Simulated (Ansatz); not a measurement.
```yaml
crystal:
  periodic: [false, false, false]
  atoms:
    - {symbol: O, position_ang: [0.613782, 2.841284, -1.283414]}
    - {symbol: Mg, position_ang: [0.094756, 1.593761, -0.576753]}
    - {symbol: O, position_ang: [0.074133, -0.324885, 0.140123]}
    - {symbol: Si, position_ang: [-0.267508, -1.551890, 0.783313]}
    - {symbol: H, position_ang: [0.540980, 3.836208, -1.795812]}
    - {symbol: H, position_ang: [-1.204661, -1.571288, 1.876646]}
    - {symbol: H, position_ang: [-1.082545, -2.669726, -0.157407]}
    - {symbol: H, position_ang: [1.248311, -2.217055, 1.352329]}
basis:
  gaussian: {orbitals: cc-pVTZ-DK, point_charges: [{charge: 2.00, position_ang: [5.558, 0.289, 0.617]}]}
total_charge: 1
magnetization: {spin_polarized: true, initial_magnetization: 1}
hamiltonian: {xc: {name: PBE0}, dispersion: d3bjatm}
output: {forces: true}
```

```sh
$ ansatz run in.yaml --threads 4 --pin off --events-out ev --progress --plain --max-ram 10444MiB
```

Shortened log:

```
Functional definition: PBE0
1148 factors; their error is unknown
mean field evaluation 1: about -17459.6068 eV, gradient 9.1e1 eV
mean field evaluation 2: about -17244.6072 eV, gradient 1.8e2 eV
mean field evaluation 4: about -17476.9045 eV, gradient 4.0e1 eV
mean field evaluation 8: about -17486.5202 eV, gradient 1.9e0 eV
mean field evaluation 16: about -17486.6504 eV, gradient 3.4e-2 eV
mean field -17486.65056078 eV, -642.6225552314 hartree, gradient 1.1e-5 eV, S^2 0.763791; 8 other end points of the search recorded, 0 dependent functions left out
reference -17486.65060838 eV, -642.6225569805 hartree; 23, 22 occupied and 161, 162 virtual orbitals, 1148 factors
Total energy: -17486.76579758 eV, -642.6267901057 hartree
Relativity: scalar
Atom 0 at     0.613782     2.841284    -1.283414 Å, force     2.898498    12.483498    -6.696098 eV/Å
Atom 1 at     0.094756     1.593761    -0.576753 Å, force    -3.855106    -8.649008     4.464404 eV/Å
Atom 2 at     0.074133    -0.324885     0.140123 Å, force     2.086095     9.718918    -5.248519 eV/Å
Atom 3 at    -0.267508    -1.551890     0.783313 Å, force     0.400345    -8.982035     5.489607 eV/Å
Atom 4 at     0.540980     3.836208    -1.795812 Å, force     0.524154    -4.877993     2.496831 eV/Å
Atom 5 at    -1.204661    -1.571288     1.876646 Å, force    -1.031659    -0.018487     0.588703 eV/Å
Atom 6 at    -1.082545    -2.669726    -0.157407 Å, force     0.348223     0.000250    -0.039548 eV/Å
Atom 7 at     1.248311    -2.217055     1.352329 Å, force    -1.938324     0.278121    -1.074845 eV/Å
Dipole moment:    -0.983488    -0.570449     0.144298 e Å
```

Hardware: 4 threads of an Arm Neoverse V1 on a shared host. Wall time 9 s, peak host memory 0.53 GiB.
